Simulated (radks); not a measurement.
In I, configuration [Kr] 4d9.75 5s2 5p1.25 (fractional occupations, a model configuration).

Method: scalar-relativistic Kohn-Sham, PBEsol, spin-polarised, spherical densities, finite nucleus; open shells are filled with parallel spins first (spin-orbit coupling, left out, can overturn this in heavy ions); Fermi nuclear charge, rms radius 4.6156 fm; computed with a radial shooting solver on a logarithmic mesh with Libxc functionals.

Energy parts (hartree):
total: -5878.67556
kinetic: 6126.61716
electron-nucleus: -14214.26350
Hartree: 2365.68279
exchange-correlation: -156.71201

Orbitals (lengths in bohr, moments of r in powers of bohr; <r^-3> diverges for s and p1/2):
| orbital | occ. | eigenvalue (hartree) | <r^4> | <r^2> | <r^-3> |
|---|---|---|---|---|---|
| 1s up | 1 | -1019.411 | 3.723e-06 | 0.001195 | - |
| 1s down | 1 | -1019.410 | 3.723e-06 | 0.001195 | - |
| 2s up | 1 | -152.7040 | 0.0006522 | 0.01949 | - |
| 2s down | 1 | -152.7018 | 0.0006522 | 0.01949 | - |
| 2p up | 3 | -137.0966 | 0.0004684 | 0.01537 | 4371 |
| 2p down | 3 | -137.0946 | 0.0004684 | 0.01537 | 4371 |
| 3s up | 1 | -29.01965 | 0.02959 | 0.1392 | - |
| 3s down | 1 | -29.01804 | 0.02958 | 0.1391 | - |
| 3p up | 3 | -23.90872 | 0.03140 | 0.1400 | 800.1 |
| 3p down | 3 | -23.90691 | 0.03140 | 0.1400 | 800.1 |
| 3d up | 5 | -15.96672 | 0.02903 | 0.1251 | 109.9 |
| 3d down | 5 | -15.96436 | 0.02902 | 0.1251 | 109.9 |
| 4s up | 1 | -4.45373 | 0.9889 | 0.8128 | - |
| 4s down | 1 | -4.44551 | 0.9882 | 0.8126 | - |
| 4p up | 3 | -2.92737 | 1.472 | 0.9696 | 140.9 |
| 4p down | 3 | -2.91896 | 1.469 | 0.9689 | 141.0 |
| 4d up | 5 | -0.73667 | 5.367 | 1.660 | 12.50 |
| 4d down | 4.75 | -0.72628 | 5.207 | 1.643 | 12.56 |
| 5s up | 1 | -0.33421 | 93.43 | 7.563 | - |
| 5s down | 1 | -0.30479 | 91.60 | 7.452 | - |
| 5p up | 1.25 | -0.11597 | 388.4 | 14.62 | 7.095 |
| 5p down | 0 | -0.08352 | 437.6 | 15.24 | 7.118 |

The highest occupied level is 5p up at -3.156 eV. The density falls to 0.001 e/bohr^3 at r = 4.67 bohr. Summed over all electrons, <r^2> = 59.34 bohr^2, which gives a Langevin (diamagnetic) susceptibility term of -47 x 10^-6 cm^3/mol.
